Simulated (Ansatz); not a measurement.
Ansatz (a program for electronic structure) input (B2GP-PLYP/def2-TZVPD):

Ansatz 0.2 input:
```yaml
crystal:
  periodic: [false, false, false]
  atoms:
    - {symbol: C, position_ang: [-1.02567273, -1.13399101, 1.50894221]}
    - {symbol: Si, position_ang: [-0.26326324, -0.30886041, -0.00678346]}
    - {symbol: C, position_ang: [-0.76896495, -1.24733234, -1.56809413]}
    - {symbol: Si, position_ang: [-0.96112055, 1.92087702, -0.08432443]}
    - {symbol: Si, position_ang: [2.07564023, -0.28714967, 0.17656252]}
    - {symbol: H, position_ang: [-2.11612266, -1.11642603, 1.45102256]}
    - {symbol: H, position_ang: [-0.72789781, -0.62795677, 2.42822465]}
    - {symbol: H, position_ang: [-0.70902947, -2.17708798, 1.57702961]}
    - {symbol: H, position_ang: [-0.34370518, -0.78899521, -2.46186853]}
    - {symbol: H, position_ang: [-0.42115602, -2.28229322, -1.51758290]}
    - {symbol: H, position_ang: [-1.85524927, -1.25808476, -1.67697676]}
    - {symbol: H, position_ang: [-0.34634867, 2.72506050, -1.17394120]}
    - {symbol: H, position_ang: [-2.43668636, 2.12023425, -0.11743069]}
    - {symbol: H, position_ang: [2.61765541, -1.67173968, 0.17008732]}
    - {symbol: H, position_ang: [2.68744349, 0.44883332, -0.95882782]}
    - {symbol: H, position_ang: [2.50133236, 0.36825830, 1.43881065]}
basis:
  gaussian:
    orbitals: def2-TZVPD
hamiltonian:
  xc: {name: B2GP-PLYP}
magnetization: {spin_polarized: true, initial_magnetization: 1}
correlation: {electrons: outside_noble_gas}
```

Output:

```
Functional definition: B2GP-PLYP
integrals: 0.93 GiB planned
2080 factors; integrals over basis functions are off by at most 1.1e-3 eV
0.48 GiB of the device are held for the grids
1.82 GiB of device memory are held for the factors and their scratch space
mean field: 3.29 GiB planned
mean field evaluation 1: about -25857.3097 eV, gradient 3.3e1 eV
mean field evaluation 2: about -25857.3386 eV, gradient 3.3e1 eV
mean field evaluation 4: about -25862.7629 eV, gradient 2.2e0 eV
mean field evaluation 8: about -25862.8156 eV, gradient 2.0e-1 eV
mean field evaluation 16: about -25862.8165 eV, gradient 7.7e-4 eV
mean field -25862.81651404 eV, -950.4409764444 hartree, gradient 5.2e-6 eV, S^2 0.756199; 0 other end points of the search recorded, 0 dependent functions left out
17 core orbitals not correlated
reference -25862.81668973 eV, -950.4409829007 hartree; 16, 15 occupied and 269, 270 virtual orbitals, 2080 factors
second order -21.83059452 eV of doubles, -0.00000000 eV of singles
Total energy: -25870.67570375 eV, -950.7297963391 hartree
```

It need not be the lowest isomer of its formula.
